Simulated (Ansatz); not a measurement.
Ansatz (a quantum-chemistry and plane-wave program) input (HF/3-21G): The .json file is the Basis Set Exchange's 3-21G.

Ansatz 0.2 input:
```yaml
crystal:
  periodic: [false, false, false]
  atoms:
    - {symbol: Te, position_ang: [0.00000000, 0.00000000, 0.00000000]}
    - {symbol: Cl, position_ang: [-0.00000000, -0.00000000, -2.72571529]}
    - {symbol: Cl, position_ang: [0.00000000, 0.00000000, 2.72571529]}
basis:
  gaussian:
    orbitals: 3-21G.json
hamiltonian:
  xc: {name: HF}
total_charge: -1
magnetization: {spin_polarized: true, initial_magnetization: 1}
phonons: {temperatures: {t_min: 298.15, t_max: 298.15, t_step: 100}}
```

Question: Which harmonic wavenumbers does it give?

Answer: 47, 108, 208, 231 cm⁻¹ (unscaled; negative means imaginary).
